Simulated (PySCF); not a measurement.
## How the method moves the HOMO and LUMO of `C#C[C@H](F)CCF`

Species: C5H6F2.
Geometry (PBE0-D3(BJ)/def2-SVP, Å), atoms numbered from 1 in this order:
```xyz
13
C5H6F2 angstrom
C      2.935   -0.742    0.015
C      1.872   -0.209    0.240
C      0.582    0.433    0.478
F      0.411    0.669    1.829
C     -0.588   -0.402   -0.021
C     -1.906    0.309    0.169
F     -1.910    1.482   -0.550
H      3.883   -1.212   -0.175
H      0.565    1.413   -0.030
H     -0.600   -1.359    0.526
H     -0.434   -0.631   -1.086
H     -2.742   -0.320   -0.181
H     -2.064    0.552    1.232
```

Basis pcSseg-1 throughout (PySCF), one geometry. Geometry: PBE0-D3(BJ)/def2-SVP, one conformer, isolated molecule.

**Question.** How do the orbital energies, the gap and the dipole change with the method?

**Answer.** 
| method | kind | HOMO (eV) | LUMO (eV) | gap (eV) | μ (D) | SCF cycles |
| --- | --- | --- | --- | --- | --- | --- |
| BLYP | GGA | -6.71 | -0.69 | 6.02 | 1.95 | 14 |
| OPBE | GGA | -6.81 | -0.70 | 6.11 | 1.93 | 15 |
| BP86 | GGA | -6.97 | -0.94 | 6.03 | 1.98 | 14 |
| LDA | LDA | -7.04 | -1.13 | 5.91 | 2.05 | 14 |
| B97-2 | global hybrid | -7.90 | 0.16 | 8.06 | 2.12 | 14 |
| B3LYP | global hybrid | -7.91 | -0.02 | 7.90 | 2.10 | 14 |
| wB97X-D | range-separated hybrid | -10.07 | 2.05 | 12.12 | 2.17 | 14 |
| HF | Hartree–Fock | -10.99 | 4.17 | 15.16 | 2.43 | 12 |

The HOMO spans 4.29 eV, from BLYP down to HF, and the gap runs from 5.91 eV (LDA) to 15.16 eV (HF). Over the methods BLYP (0 %), OPBE (0 %), BP86 (0 %), LDA (0 %), B97-2 (21 %), B3LYP (20 %), HF (100 %), a straight line through the gap against the share of exact exchange rises by 0.91 eV for each 10 % (correlation coefficient 1.000). The dipole ranges from 1.93 D (OPBE) to 2.43 D (HF). This basis has no diffuse functions.
